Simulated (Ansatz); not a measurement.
Geometry optimisation, RKS PBE0/def2-SVP (Ansatz 0.2.0).

Input file:

```yaml
crystal:
  periodic: [false, false, false]
  atoms:
    - { symbol: Zn, position_ang: [-0.856428, 0.0, -0.590711] }
    - { symbol: Cl, position_ang: [0.072365, 0.0, 2.72021] }
    - { symbol: Cl, position_ang: [0.605171, 0.0, -2.107619] }
    - { symbol: H, position_ang: [-2.028109, 0.0, 0.440405] }
    - { symbol: H, position_ang: [-1.077898, 0.0, 2.041114] }
basis:
  gaussian: { orbitals: def2-SVP }
hamiltonian:
  xc: pbe0
relax:
  f_tol: 0.03
  max_steps: 50
```

Launched with:

```bash
$ ansatz run input.yaml --threads 1 --pin off --max-ram 2048MiB --backend cpu --events-out ev --progress --plain --runs-dir out
```

Q: Where does it end, and by what steps?

A: The forces met the threshold. After 12 steps the energy has fallen by 0.132 eV; Cl2 moved furthest, 0.71 Å.

```tsv
step	energy less start (eV)	largest force component (eV/Å)	accepted
0	0.0000	0.944	yes
1	-0.0175	0.916	yes
2	-0.0255	1.389	yes
3	-0.0498	0.995	yes
4	-0.0741	0.537	yes
5	-0.0814	0.762	yes
6	-0.0977	0.481	yes
7	-0.1083	0.218	yes
8	-0.1224	0.079	yes
9	-0.1136	0.723	no
10	-0.1268	0.052	yes
11	-0.1292	0.271	yes
12	-0.1315	0.011	yes
```

```xyz
5
Properties=species:S:1:pos:R:3
Zn -0.997 0.000 -0.531
Cl 0.238 0.000 2.030
Cl 0.794 0.000 -1.672
H -2.430 0.000 0.025
H -0.891 0.000 2.651
```

Whether the end is a true minimum wasn't checked by a vibrational analysis.

Time of the run: 40 s on 1 thread of Arm Neoverse V2, on a shared host, peak memory 0.15 GiB.
